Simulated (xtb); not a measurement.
H$_{12}$Si$_{5}$, charge -1, doublet, geometry from GFN2-xTB (a state made from the parent by changing its charge; the spin is typed, not shown lowest). Base run: GFN2-xTB in xtb.

Input for xtb:
```
$ xtb mol.xyz --gfn 2 --chrg -1 --uhf 1 --json

# file mol.xyz
17

Si    -0.79113967    -0.67083817    -2.31540756
Si     0.19362179    -0.18379725    -0.15594283
Si     0.03425317     2.14107415    -0.10250667
Si    -1.53684297    -0.71472711     1.31269122
Si     2.13282393    -0.60276782     1.23481619
H     -2.02683165    -0.36924165    -3.10604988
H     -0.79623747    -2.15281036    -2.44559852
H      0.22542324    -0.24925937    -3.31670976
H      0.24194744     2.78267994     1.21014527
H     -1.26729931     2.70344548    -0.51254686
H      0.98178877     2.87073092    -0.96683123
H     -2.88861689    -0.27030488     0.92148006
H     -1.73840381    -2.15250721     1.57620834
H     -1.41590528    -0.15638911     2.67359757
H      2.23230566    -2.08376215     1.33725698
H      3.31962754    -0.24254063     0.41326230
H      2.67417422    -0.24525417     2.58468073
```

The base run was repeated with changes; each row names its change, and settings that it needs were set with it.

```tsv
change	ΔE vs base (kJ/mol)	G_solv (kcal/mol)	SCF cycles
base	0.00	-	14
alpb = acetonitrile	-195.6	-47.13	16
alpb = toluene	-145.3	-34.74	14
gbsa = chcl3	-157.3	-37.63	15
alpb = chcl3	-151.9	-36.35	15
file = coord	0.00	-	14
acc = 1000	0.38	-	7
```

ALPB and GBSA are two models with their own fitted parameters for each solvent, which aren't always the measured dielectric constant.
